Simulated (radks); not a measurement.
Problem. Ge3+, configuration [Ar] 3d10 4s1. All-electron calculation, Dirac Kohn-Sham, exchange-only B88, spin-unpolarised, spherical densities, finite nucleus; Fermi nuclear charge, rms radius 4.0742 fm. Program: a radial shooting solver on a logarithmic mesh with Libxc functionals. Some entries of the table are withheld. Estimate them.

orbital,occ.,eigenvalue (eV),r(max) (bohr)
1s1/2,2,-10994.08,0.03072
2s1/2,2,(1),0.1761
2p1/2,2,-1253.060,0.1391
2p3/2,4,-1221.151,0.1421
3s1/2,2,-200.9228,0.5424
3p1/2,2,-151.0500,0.5373
3p3/2,4,-146.7613,0.5457
3d3/2,4,-62.1390,0.5009
3d5/2,6,-61.5465,0.5038
4s1/2,1,-39.7094,1.624
4p1/2,0,(2),(3)
4p3/2,0,(4),(5)

Solution. 
(1) 2s1/2 eigenvalue (eV): -1404.298
(2) 4p1/2 eigenvalue (eV): -29.6500
(3) 4p1/2 r(max) (bohr): 1.857
(4) 4p3/2 eigenvalue (eV): -29.2714
(5) 4p3/2 r(max) (bohr): 1.882
